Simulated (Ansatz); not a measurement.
`C[BH][AlH][AlH2]` + H₂O → `C[BH][AlH][OH]` + `[AlH3]` at 400 K and 1 bar (formal hydrolysis of the Al–Al bond).

Calculated with Ansatz (gas phase, PBE0-D4/def2-TZVP geometries, no zero-point term in ΔE). CCSD(T)/CBS is the MP2 limit (def2-TZVPP, def2-QZVPP) plus CCSD(T) − MP2 in def2-TZVPP, frozen cores. This one scheme is used for every species. Each species was taken in one conformer, which may not be the lowest.

```tsv
species	CCSD(T)/CBS energy (Eh)	H − E (kJ/mol)	S (J/(mol·K))
`C[BH][AlH][AlH2]`	-551.02087	216.7	420.4
H₂O	-76.37941	69.8	198.6
`C[BH][AlH][OH]`	-383.66926	212.8	376.3
`[AlH3]`	-243.78045	63.6	220.9
```

H − E and S are ideal-gas, rigid-rotor, harmonic terms from PBE0-D4/def2-TZVP, for one conformer and one mirror image of each species. 1 Eh = 2625.50 kJ/mol, R = 8.31446 J/(mol·K).

**Question.** By hand: ΔE, ΔH, ΔS and ΔG.

**Answer.** ΔE = (-383.66926) + (-243.78045) − (-551.02087) − (-76.37941) = -0.04943 Eh = -129.8 kJ/mol. Δ(H − E) = 212.8 + 63.6 − 216.7 − 69.8 = -10.1, so ΔH = -139.9 kJ/mol. ΔS = 376.3 + 220.9 − 420.4 − 198.6 = -21.8 J/(mol·K). ΔG = -139.9 − 400 × (-21.8)/1000 = -131.2 kJ/mol.

**Question.** By hand: the equilibrium constant, and the temperature at which ΔG would vanish if ΔH and ΔS stayed fixed.

**Answer.** log₁₀ K = −ΔG/(RT ln 10) = 17.1. ΔG = 0 at ΔH/ΔS = 6417 K, far beyond where these terms or the molecules hold.

ΔH outweighs TΔS. A doubt of 5 kJ/mol in ΔE shifts log₁₀ K by 0.7 here. Other conformers and mirror images would add mixing entropy, several J/(mol·K) or more a flexible species. Modes under 60 cm⁻¹, often nearly free rotors, make the harmonic entropy too high. These are equilibria of isolated gas molecules and say nothing of rates. Largest T1 diagnostic: 0.013 (customary marks: 0.02 for closed shells, 0.045 for open ones).
